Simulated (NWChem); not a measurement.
All runs are NWChem calculations. System: trisilylphosphine (H9PSi3), charge 0, spin multiplicity 1, at a geometry optimised with B3LYP/def2-SVP. Level: RHF/def2-SVP.

Input file:

```
start mol
memory heap 200 mb stack 900 mb global 1100 mb
geometry units angstroms nocenter noautoz
  Si    -1.013051     0.173001     1.739524
  P      0.035578    -0.854055     0.000000
  Si    -1.013051     0.173001    -1.739524
  Si     1.999375     0.296627     0.000000
  H     -2.420741    -0.317647     1.778537
  H     -1.024022     1.664166     1.647051
  H     -0.315411    -0.227100     2.995312
  H     -2.420741    -0.317647    -1.778537
  H     -0.315411    -0.227100    -2.995312
  H     -1.024022     1.664166    -1.647051
  H      2.763576    -0.103196    -1.216513
  H      2.763576    -0.103196     1.216513
  H      1.833724     1.781581     0.000000
  symmetry group Cs
end
basis spherical
  * library def2-svp
end
scf
  rhf
  nopen 0
  maxiter 100
  thresh 1e-7
  semidirect memsize 60000000 filesize 0
end
task scf energy
```

NWChem printed:

```
             Northwest Computational Chemistry Package (NWChem) 7.3.0
             --------------------------------------------------------

                                NWChem Input Module
                                -------------------

 Scaling coordinates for geometry "geometry" by  1.889725989
 (inverse scale =  0.529177249)

 Turning off AUTOSYM since
 SYMMETRY directive was detected!

                             Geometry "geometry" -> ""
                             -------------------------

 Output coordinates in angstroms (scale by  1.889725989 to convert to a.u.)

  No.       Tag          Charge          X              Y              Z
 ---- ---------------- ---------- -------------- -------------- --------------
    1 Si                  14.0000    -1.01305100     0.17300100     1.73952400
    2 P                   15.0000     0.03557800    -0.85405500     0.00000000
    3 Si                  14.0000    -1.01305100     0.17300100    -1.73952400
    4 Si                  14.0000     1.99937500     0.29662700     0.00000000
    5 H                    1.0000    -2.42074100    -0.31764700     1.77853700
    6 H                    1.0000    -1.02402200     1.66416600     1.64705100
    7 H                    1.0000    -0.31541100    -0.22710000     2.99531200
    8 H                    1.0000    -2.42074100    -0.31764700    -1.77853700
    9 H                    1.0000    -0.31541100    -0.22710000    -2.99531200
   10 H                    1.0000    -1.02402200     1.66416600    -1.64705100
   11 H                    1.0000     2.76357600    -0.10319600    -1.21651300
   12 H                    1.0000     2.76357600    -0.10319600     1.21651300
   13 H                    1.0000     1.83372400     1.78158100     0.00000000

 Effective nuclear repulsion energy (a.u.)     341.5243905481

            Nuclear Dipole moment (a.u.)
            ----------------------------
        X                 Y               Z
 ---------------- ---------------- ----------------
     0.0000377945     0.0000151178    -0.0000000000

      Symmetry information
      --------------------

 Group name             Cs
 Group number              2
 Group order               2
 No. of unique centers     8

      Symmetry unique atoms

     1    2    4    5    6    7   11   13


 Summary of "ao basis" -> "" (spherical)
 ------------------------------------------------------------------------------
       Tag                 Description            Shells   Functions and Types
 ---------------- ------------------------------  ------  ---------------------
 *                          def2-svp                  on all atoms

 Summary of "ao basis" -> "ao basis" (spherical)
 ------------------------------------------------------------------------------
       Tag                 Description            Shells   Functions and Types
 ---------------- ------------------------------  ------  ---------------------
 Si                         def2-svp                 8       18   4s3p1d
 P                          def2-svp                 8       18   4s3p1d
 H                          def2-svp                 3        5   2s1p

                                 NWChem SCF Module
                                 -----------------

  ao basis        = "ao basis"
  functions       =   117
  atoms           =    13
  closed shells   =    33
  open shells     =     0
  charge          =   0.00
  wavefunction    = RHF
  use symmetry    = T
  symmetry adapt  = T

 Summary of "ao basis" -> "ao basis" (spherical)
 ------------------------------------------------------------------------------
       Tag                 Description            Shells   Functions and Types
 ---------------- ------------------------------  ------  ---------------------
 Si                         def2-svp                 8       18   4s3p1d
 P                          def2-svp                 8       18   4s3p1d
 H                          def2-svp                 3        5   2s1p

      Symmetry analysis of basis
      --------------------------

        a'         68
        a"         49

 Forming initial guess at       0.0s

      Superposition of Atomic Density Guess
      -------------------------------------

 Sum of atomic energies:       -1211.24680441

      Non-variational initial energy
      ------------------------------

 Total energy =   -1212.518081
 1-e energy   =   -2358.384801
 2-e energy   =     804.342329
 HOMO         =      -0.268845
 LUMO         =       0.051616

      Symmetry analysis of molecular orbitals - initial
      -------------------------------------------------

  Numbering of irreducible representations:

     1 a'          2 a"

  Orbital symmetries:

     1 a'          2 a"          3 a'          4 a'          5 a'
     6 a'          7 a"          8 a'          9 a'         10 a"
    11 a'         12 a'         13 a"         14 a"         15 a'
    16 a"         17 a'         18 a'         19 a"         20 a'
    21 a'         22 a'         23 a"         24 a'         25 a'
    26 a'         27 a"         28 a'         29 a"         30 a"
    31 a'         32 a"         33 a'         34 a'         35 a'
    36 a"         37 a"         38 a'         39 a'         40 a'
    41 a'         42 a"         43 a'

 Starting SCF solution at       0.8s

 ----------------------------------------------
         Quadratically convergent ROHF

 Convergence threshold     :          1.000E-07
 Maximum no. of iterations :          100
 Final Fock-matrix accuracy:          1.000E-09
 ----------------------------------------------

              iter       energy          gnorm     gmax       time
             ----- ------------------- --------- --------- --------
                 1    -1212.3505394775  6.14D-01  1.31D-01      0.9
                 2    -1212.4003675382  1.74D-01  4.30D-02      0.9
                 3    -1212.4055123968  8.34D-03  2.22D-03      1.1
                 4    -1212.4055283184  3.67D-05  7.24D-06      1.4
                 5    -1212.4055283186  6.58D-09  1.79D-09      1.9

       Final RHF  results
       ------------------

         Total SCF energy =  -1212.405528318649
      One-electron energy =  -2360.469074800836
      Two-electron energy =    806.539155934043
 Nuclear repulsion energy =    341.524390548144

        Time for solution =      1.1s

       Symmetry analysis of molecular orbitals - final
       -----------------------------------------------

  Numbering of irreducible representations:

     1 a'          2 a"

  Orbital symmetries:

     1 a'          2 a'          3 a"          4 a'          5 a'
     6 a'          7 a'          8 a"          9 a'         10 a"
    11 a'         12 a'         13 a'         14 a"         15 a"
    16 a"         17 a'         18 a'         19 a'         20 a"
    21 a'         22 a'         23 a"         24 a'         25 a'
    26 a'         27 a"         28 a'         29 a"         30 a"
    31 a'         32 a"         33 a'         34 a'         35 a"
    36 a'         37 a"         38 a'         39 a'         40 a'
    41 a"         42 a'         43 a'

             Final eigenvalues
             -----------------

              1
    1  -79.8980
    2  -68.7757
    3  -68.7757
    4  -68.7757
    5   -7.4730
    6   -6.1461
    7   -6.1461
    8   -6.1461
    9   -5.3713
   10   -5.3713
   11   -5.3702
   12   -4.2565
   13   -4.2565
   14   -4.2565
   15   -4.2560
   16   -4.2560
   17   -4.2560
   18   -4.2559
   19   -4.2559
   20   -4.2559
   21   -0.8613
   22   -0.7235
   23   -0.7235
   24   -0.6569
   25   -0.5154
   26   -0.5078
   27   -0.5077
   28   -0.4889
   29   -0.4888
   30   -0.4844
   31   -0.4147
   32   -0.4147
   33   -0.3534
   34    0.1240
   35    0.1243
   36    0.1243
   37    0.1514
   38    0.1515
   39    0.1681
   40    0.2060
   41    0.2062
   42    0.2118
   43    0.2442

                       ROHF Final Molecular Orbital Analysis
                       -------------------------------------

 Vector   31  Occ=2.000000D+00  E=-4.147448D-01  Symmetry=a'
              MO Center=  2.4D-01, -3.4D-01,  1.9D-12, r^2= 4.6D+00
   Bfn.  Coefficient  Atom+Function         Bfn.  Coefficient  Atom+Function
  ----- ------------  ---------------      ----- ------------  ---------------
    29      0.355966   2 P  px               26      0.297454   2 P  px
    62     -0.221177   4 Si px               65     -0.204052   4 Si px
    23     -0.167436   2 P  px

 Vector   32  Occ=2.000000D+00  E=-4.146903D-01  Symmetry=a"
              MO Center= -2.2D-01, -3.6D-01,  7.9D-13, r^2= 4.6D+00
   Bfn.  Coefficient  Atom+Function         Bfn.  Coefficient  Atom+Function
  ----- ------------  ---------------      ----- ------------  ---------------
    31      0.356370   2 P  pz               28      0.297738   2 P  pz
    10     -0.182282   1 Si pz               46     -0.182282   3 Si pz
    13     -0.168994   1 Si pz               49     -0.168994   3 Si pz
    25     -0.167600   2 P  pz

 Vector   33  Occ=2.000000D+00  E=-3.533649D-01  Symmetry=a'
              MO Center=  2.6D-02, -6.3D-01, -1.1D-14, r^2= 3.3D+00
   Bfn.  Coefficient  Atom+Function         Bfn.  Coefficient  Atom+Function
  ----- ------------  ---------------      ----- ------------  ---------------
    30      0.561718   2 P  py               27      0.332865   2 P  py
    21     -0.264435   2 P  s                24     -0.194224   2 P  py

 Vector   34  Occ=0.000000D+00  E= 1.239739D-01  Symmetry=a'
              MO Center= -5.6D-03,  2.8D-01,  4.8D-14, r^2= 8.0D+00
   Bfn.  Coefficient  Atom+Function         Bfn.  Coefficient  Atom+Function
  ----- ------------  ---------------      ----- ------------  ---------------
    22      1.635049   2 P  s                30      0.721307   2 P  py
    65      0.723499   4 Si px               13      0.625747   1 Si pz
    49     -0.625747   3 Si pz               66      0.467198   4 Si py
    12      0.437989   1 Si py               48      0.437989   3 Si py
    11     -0.399766   1 Si px               47     -0.399766   3 Si px

 Vector   35  Occ=0.000000D+00  E= 1.242562D-01  Symmetry=a"
              MO Center=  4.0D-01,  1.8D-01,  9.9D-11, r^2= 6.8D+00
   Bfn.  Coefficient  Atom+Function         Bfn.  Coefficient  Atom+Function
  ----- ------------  ---------------      ----- ------------  ---------------
    67      0.934212   4 Si pz              104      0.666410  11 H  s
   109     -0.666410  12 H  s                74      0.605449   5 H  s
    89     -0.605449   8 H  s                11      0.504135   1 Si px
    47     -0.504135   3 Si px               12      0.473392   1 Si py
    48     -0.473392   3 Si py               79     -0.345025   6 H  s

 Vector   36  Occ=0.000000D+00  E= 1.242680D-01  Symmetry=a'
              MO Center= -4.1D-01,  1.5D-01, -1.0D-10, r^2= 6.8D+00
   Bfn.  Coefficient  Atom+Function         Bfn.  Coefficient  Atom+Function
  ----- ------------  ---------------      ----- ------------  ---------------
    84      0.737136   7 H  s                94      0.737136   9 H  s
    11     -0.634003   1 Si px               47     -0.634003   3 Si px
    13     -0.536888   1 Si pz               49      0.536888   3 Si pz
    66     -0.519534   4 Si py               74     -0.416752   5 H  s
    89     -0.416752   8 H  s               114      0.402536  13 H  s

 center of mass
 --------------
 x =   0.00294987 y =  -0.07058387 z =   0.00000000

 moments of inertia (a.u.)
 ------------------
         849.520841245623         -24.386419093652           0.000000000000
         -24.386419093652        1444.259240423595           0.000000000000
           0.000000000000           0.000000000000         849.468121840053

  Mulliken analysis of the total density
  --------------------------------------

    Atom       Charge   Shell Charges
 -----------   ------   -------------------------------------------------------
    1 Si  14    13.47   2.00  1.99  0.95  0.18  5.94  1.22  0.99  0.21
    2 P   15    15.58   2.00  1.99  1.09  0.71  5.94  1.45  2.32  0.08
    3 Si  14    13.47   2.00  1.99  0.95  0.18  5.94  1.22  0.99  0.21
    4 Si  14    13.47   2.00  1.99  0.95  0.18  5.94  1.22  0.99  0.21
    5 H    1     1.11   0.74  0.36  0.01
    6 H    1     1.12   0.74  0.37  0.01
    7 H    1     1.11   0.74  0.36  0.01
    8 H    1     1.11   0.74  0.36  0.01
    9 H    1     1.11   0.74  0.36  0.01
   10 H    1     1.12   0.74  0.37  0.01
   11 H    1     1.11   0.74  0.36  0.01
   12 H    1     1.11   0.74  0.36  0.01
   13 H    1     1.12   0.74  0.37  0.01

       Multipole analysis of the density wrt the origin
       ------------------------------------------------

     L   x y z        total         open         nuclear
     -   - - -        -----         ----         -------
     0   0 0 0      0.000000      0.000000     66.000000

     1   1 0 0     -0.014073      0.000000      0.000038
     1   0 1 0      0.349610      0.000000      0.000015
     1   0 0 1     -0.000000      0.000000     -0.000000

     2   2 0 0    -45.100877      0.000000    419.146711
     2   1 1 0      0.116494      0.000000     13.960484
     2   1 0 1     -0.000000      0.000000      0.000000
     2   0 2 0    -47.895464      0.000000     78.742581
     2   0 1 1      0.000000      0.000000      0.000000
     2   0 0 2    -45.091253      0.000000    419.178537

 Task  times  cpu:        1.9s     wall:        1.9s

 Total times  cpu:        1.9s     wall:        1.9s
```
